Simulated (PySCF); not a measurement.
C₄H₉AlO, SMILES C=C[CH2][Al]([CH3])[OH]. Coordinates come from a PBE-D3(BJ)/def2-SVP optimisation. Other conformers were not sampled.

### Question
Give the equilibrium geometry at PBE-D3(BJ)/def2-SVP (PySCF confirms it by a frequency run) as a Z-matrix. (Estimate from the structure and the level; the computed values follow.)

### Answer
This is not unique; one that fits is 
```
Al
O 1 1.7336
H 2 0.9697 1 121.61
C 1 1.9637 2 123.73 3 12.75
H 4 1.1093 1 111.92 2 -172.95
H 4 1.1096 5 107.69 1 -123.87
H 4 1.1111 5 107.29 6 -114.98
C 1 1.9920 2 114.57 3 -171.27
H 8 1.1022 1 119.68 2 -31.45
H 8 1.1073 9 112.46 1 130.93
C 8 1.4824 9 114.90 10 133.57
C 11 1.3679 8 126.14 9 -171.65
H 12 1.0998 11 120.95 8 -171.42
H 12 1.1031 13 117.05 11 175.86
H 11 1.1064 12 116.92 13 -3.47
```
Charge 0, spin multiplicity 1.
